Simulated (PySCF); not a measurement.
Can point charges reproduce the dipole moment of `N/N=C(\CCC)C=C`?

Coordinates (GFN2-xTB, Å) and charges (e) from the PBE0/pcSseg-1 density (PySCF):

```json
{"atom": "C1", "x": "1.982", "y": "-1.905", "z": "0.392", "Mulliken": "-0.1494", "IAO": "-0.3438", "Hirshfeld": "-0.1135", "ESP-fitted": "-0.4734"}
{"atom": "C2", "x": "2.155", "y": "-0.591", "z": "0.281", "Mulliken": "-0.1579", "IAO": "-0.1369", "Hirshfeld": "-0.0533", "ESP-fitted": "-0.2131"}
{"atom": "C3", "x": "1.174", "y": "0.381", "z": "-0.163", "Mulliken": "+0.0323", "IAO": "+0.0869", "Hirshfeld": "+0.0422", "ESP-fitted": "+0.3030"}
{"atom": "C4", "x": "-0.188", "y": "-0.066", "z": "-0.645", "Mulliken": "-0.2093", "IAO": "-0.2917", "Hirshfeld": "-0.0742", "ESP-fitted": "-0.0076"}
{"atom": "C5", "x": "-1.206", "y": "-0.113", "z": "0.500", "Mulliken": "-0.2735", "IAO": "-0.2410", "Hirshfeld": "-0.0651", "ESP-fitted": "+0.1776"}
{"atom": "C6", "x": "-2.582", "y": "-0.546", "z": "0.009", "Mulliken": "-0.2593", "IAO": "-0.4176", "Hirshfeld": "-0.1170", "ESP-fitted": "-0.3876"}
{"atom": "N7", "x": "1.558", "y": "1.600", "z": "-0.080", "Mulliken": "-0.3087", "IAO": "-0.1773", "Hirshfeld": "-0.1083", "ESP-fitted": "-0.3449"}
{"atom": "N8", "x": "0.805", "y": "2.637", "z": "-0.478", "Mulliken": "-0.2152", "IAO": "-0.4039", "Hirshfeld": "-0.1484", "ESP-fitted": "-0.5493"}
{"atom": "H9", "x": "2.773", "y": "-2.542", "z": "0.747", "Mulliken": "+0.1170", "IAO": "+0.1538", "Hirshfeld": "+0.0438", "ESP-fitted": "+0.1964"}
{"atom": "H10", "x": "1.059", "y": "-2.400", "z": "0.143", "Mulliken": "+0.1074", "IAO": "+0.1368", "Hirshfeld": "+0.0382", "ESP-fitted": "+0.1917"}
{"atom": "H11", "x": "3.103", "y": "-0.147", "z": "0.553", "Mulliken": "+0.0978", "IAO": "+0.1605", "Hirshfeld": "+0.0427", "ESP-fitted": "+0.1504"}
{"atom": "H12", "x": "-0.104", "y": "-1.055", "z": "-1.095", "Mulliken": "+0.1379", "IAO": "+0.1430", "Hirshfeld": "+0.0421", "ESP-fitted": "+0.0242"}
{"atom": "H13", "x": "-0.542", "y": "0.615", "z": "-1.425", "Mulliken": "+0.1236", "IAO": "+0.1305", "Hirshfeld": "+0.0356", "ESP-fitted": "+0.0276"}
{"atom": "H14", "x": "-0.851", "y": "-0.808", "z": "1.263", "Mulliken": "+0.1321", "IAO": "+0.1390", "Hirshfeld": "+0.0368", "ESP-fitted": "-0.0141"}
{"atom": "H15", "x": "-1.280", "y": "0.873", "z": "0.969", "Mulliken": "+0.1148", "IAO": "+0.1250", "Hirshfeld": "+0.0314", "ESP-fitted": "-0.0076"}
{"atom": "H16", "x": "-3.293", "y": "-0.570", "z": "0.831", "Mulliken": "+0.1188", "IAO": "+0.1430", "Hirshfeld": "+0.0419", "ESP-fitted": "+0.0979"}
{"atom": "H17", "x": "-2.532", "y": "-1.539", "z": "-0.432", "Mulliken": "+0.1100", "IAO": "+0.1376", "Hirshfeld": "+0.0402", "ESP-fitted": "+0.0932"}
{"atom": "H18", "x": "-2.953", "y": "0.144", "z": "-0.747", "Mulliken": "+0.1046", "IAO": "+0.1339", "Hirshfeld": "+0.0375", "ESP-fitted": "+0.0820"}
{"atom": "H19", "x": "-0.203", "y": "2.532", "z": "-0.544", "Mulliken": "+0.1782", "IAO": "+0.2372", "Hirshfeld": "+0.1147", "ESP-fitted": "+0.3012"}
{"atom": "H20", "x": "1.121", "y": "3.508", "z": "-0.080", "Mulliken": "+0.1987", "IAO": "+0.2851", "Hirshfeld": "+0.1326", "ESP-fitted": "+0.3526"}
```

Task: Form Σ q r in debye for every column and set it beside the full dipole.

Result: The full density gives (-2.27, 0.78, 0.24) D, 2.41 D in size; dipole vectors point from the negative to the positive end.

```
    scheme     μx     μy     μz  size (D)  share of the full size (%)  angle to the full dipole (°)
  Mulliken  -2.91  -0.98  -0.08      3.07                         127                            38
       IAO  -1.39   0.98   0.33      1.74                          72                            17
 Hirshfeld  -1.01   1.04  -0.07      1.45                          60                            28
ESP-fitted  -2.31   0.78   0.19      2.45                         101                             1
```

Task: Which set comes closest?

Result: Length of the difference vector: ESP-fitted 0.06 D, IAO 0.91 D, Hirshfeld 1.33 D, Mulliken 1.90 D. Closest: ESP-fitted. The schemes that divide the density aren't constrained to reproduce the dipole.

Task: What is left for the Hirshfeld atoms' own dipoles?

Result: The Hirshfeld atoms' densities add up to the full density, so μ = Σ q r + Σ (atomic dipoles). The atomic dipoles sum to (-2.27, 0.78, 0.24) − (-1.01, 1.04, -0.07) = (-1.26, -0.26, 0.31) D, 1.33 D in size.

Task: With the origin at the mean of the coordinates, (0.000, 0.001, 0.000) Å, which are the largest single terms, by size, of the Mulliken dipole along the direction of the full one?

Result: C6 -2.81, H9 -1.89, C1 +1.75, H16 +1.71, C2 +1.66 D; all 20 atoms together +2.41 D. The single terms depend on the origin, their sum doesn't.

Task: Give the size of the full dipole in other units.

Result: 2.41 D = 0.950 au = 0.503 e·Å = 8.05 × 10⁻³⁰ C·m.

Isolated species at its GFN2-xTB geometry (one conformer only).

Shape of the structure used: `[CH2:1]=[CH:2]/[C:3]([CH2:4][CH2:5][CH3:6])=[N:7]/[NH2:8]`: C1–C2–C3–C4 -4°, C2–C3–C4–C5 91°, C3–C4–C5–C6 179°, H–N8–N7–C3 22°, H–N8–N7–C3 162°.
